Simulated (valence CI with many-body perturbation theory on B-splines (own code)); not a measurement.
# From CI to CI+MBPT in Ta LXVIII

Calculated by configuration interaction combined with many-body perturbation theory (CI+MBPT): four valence electrons over a frozen Dirac-Fock core [He], radial functions for each j: 11 s, 11 p, 9 d, 7 f, 5 g, 2 h, 1 i, with the one-electron correlation potential Σ1, the two-electron term Σ2, the three-electron term Σ3, Breit, model QED; selected CI, second order for the rest (own B-spline code, finite nucleus).

No measured spectrum was set against this ion. As an estimate, large intervals hold to a few tenths of a per cent, small ones and those within an open d or f shell to about a per cent. Among the levels kept, up to 270 cm⁻¹ of a level comes from second order outside the variational space, and about a tenth of that is noise between levels of different J, which matters for small intervals.

Each rung adds one term. CI alone is the Dirac-Coulomb CI over the frozen core; QED comes last and gives the full result, which names the levels. Energies are above (2s^2 2p1/2^2) J=0 on the same rung, in Ry.

Levels are named by their leading jj configuration (3d3/2^4 stands for four electrons in 3d with j = 3/2), which in mixed levels can hold well under half, so a name can repeat and another be missing. Letters in brackets count levels of one name in rising energy.

```
                     Level  CI alone
    (2s^2 2p1/2 2p3/2) J=1     98.70
    (2s^2 2p1/2 2p3/2) J=2    100.62
    (2s 2p1/2^2 2p3/2) J=2    120.84
    (2s 2p1/2^2 2p3/2) J=1    127.01
        (2s^2 2p3/2^2) J=2    200.67
        (2s^2 2p3/2^2) J=0    204.58
(2s 2p1/2 2p3/2^2) J=2 [a]    217.27
    (2s 2p1/2 2p3/2^2) J=3    221.42
    (2s 2p1/2 2p3/2^2) J=0    224.57
(2s 2p1/2 2p3/2^2) J=1 [a]    226.63
(2s 2p1/2 2p3/2^2) J=2 [b]    227.87
(2s 2p1/2 2p3/2^2) J=1 [b]    227.56
     (2p1/2^2 2p3/2^2) J=2    250.63
     (2p1/2^2 2p3/2^2) J=0    254.72
          (2s 2p3/2^3) J=2    323.40
          (2s 2p3/2^3) J=1    329.46
```

Problem. What do these energies become with core correlation, Breit and QED?

Solution. (2s^2 2p1/2 2p3/2) J=1 97.39 (-1.319); (2s^2 2p1/2 2p3/2) J=2 98.72 (-1.898); (2s 2p1/2^2 2p3/2) J=2 119.10 (-1.743); (2s 2p1/2^2 2p3/2) J=1 125.47 (-1.544); (2s^2 2p3/2^2) J=2 197.82 (-2.853); (2s^2 2p3/2^2) J=0 202.36 (-2.218); (2s 2p1/2 2p3/2^2) J=2 [a] 214.41 (-2.864); (2s 2p1/2 2p3/2^2) J=3 217.66 (-3.760); (2s 2p1/2 2p3/2^2) J=0 222.18 (-2.394); (2s 2p1/2 2p3/2^2) J=1 [a] 223.82 (-2.810); (2s 2p1/2 2p3/2^2) J=2 [b] 224.50 (-3.365); (2s 2p1/2 2p3/2^2) J=1 [b] 224.82 (-2.739); (2p1/2^2 2p3/2^2) J=2 247.48 (-3.151); (2p1/2^2 2p3/2^2) J=0 252.23 (-2.496); (2s 2p3/2^3) J=2 319.26 (-4.134); (2s 2p3/2^3) J=1 325.50 (-3.964).

Problem. How does the ionisation energy move along the ladder, and which term matters most?

Solution. CI alone 17883, + Σ1 17884, + Σ2 17884, + Σ3 17884, + Breit 17846, + QED 17845 eV. The largest step is Breit, -38 eV. NIST lists 17840 ± 40 eV (theoretical).
